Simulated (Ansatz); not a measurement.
Start from `CNCCN` and change one atom or group to get `CN[CH2][SnH3]`.

Ansatz, PBE0-D4/def2-TZVP geometries, multiplicity 1. Each molecule was computed in one conformer, which needn't be the lowest.

Elements past krypton have def2 core potentials.

| property | `CNCCN` |
| --- | --- |
| HOMO–LUMO gap (B3LYP/def2-TZVPP) / eV | 7.09 |
| LUMO energy (PBE/def2-TZVPP) / eV | 0.28 |
| size of the dipole moment (B3LYP/def2-TZVPP) / D | 1.84 |
| HOMO–LUMO gap (PBE0/def2-TZVPP) / eV | 7.64 |
| HOMO–LUMO gap (PBE/def2-TZVPP) / eV | 5.40 |
| HOMO energy (PBE/def2-TZVPP) / eV | -5.13 |

Task: Give the same properties after the change, and the shifts. (Estimate.)

Result: The calculation gave: 
```tsv
property	`CN[CH2][SnH3]`	shift
HOMO–LUMO gap (B3LYP/def2-TZVPP) / eV	6.33	-0.76
LUMO energy (PBE/def2-TZVPP) / eV	-0.45	-0.73
size of the dipole moment (B3LYP/def2-TZVPP) / D	1.31	-0.53
HOMO–LUMO gap (PBE0/def2-TZVPP) / eV	6.80	-0.84
HOMO–LUMO gap (PBE/def2-TZVPP) / eV	4.68	-0.72
HOMO energy (PBE/def2-TZVPP) / eV	-5.13	0.00
```

Dipoles are sizes alone; their direction can turn.

B3LYP here is the variant with VWN-RPA as its local correlation; programs differ in this.
